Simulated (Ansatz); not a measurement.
A series at In: from `[F][In]([F])[F]`, ligands are replaced one by one, each step taking up H₂O and setting free H–F; n counts the steps. Ansatz, PBE0-D4/def2-TZVP geometries. Each molecule was computed in one conformer, which needn't be the lowest.

```json
{"n": "0", "molecule": "`[F][In]([F])[F]`", "HOMO energy, ωB97M-V/def2-TZVPP (eV)": "-13.63"}
{"n": "1", "molecule": "`[OH][In]([F])[F]`", "HOMO energy, ωB97M-V/def2-TZVPP (eV)": "-12.15"}
{"n": "2", "molecule": "`[OH][In]([OH])[F]`", "HOMO energy, ωB97M-V/def2-TZVPP (eV)": "?"}
{"n": "3", "molecule": "`[OH][In]([OH])[OH]`", "HOMO energy, ωB97M-V/def2-TZVPP (eV)": "-11.17"}
```

Question: By hand: fit a straight line y = ȳ + b (n − n̄) to the 3 given rows and predict n = 2.

Answer: n̄ = 1.333, ȳ = -12.317; Σ(n − n̄)(y − ȳ) = 3.607, Σ(n − n̄)² = 4.667, so b = 0.773 eV a step. Prediction: -12.317 + (0.773) × (0.667) = -11.80 eV.

Question: By hand: compare with the computed value, -11.55 eV, and give the steps along the whole series.

Answer: The line misses by 0.25 eV (computed minus predicted). Steps: 1.48, 0.60, 0.38 eV.

One step carries most of the change, so a line is a poor guide. The highest orbital can change its character along such a series. The miss is 10.2 % of the series' range.
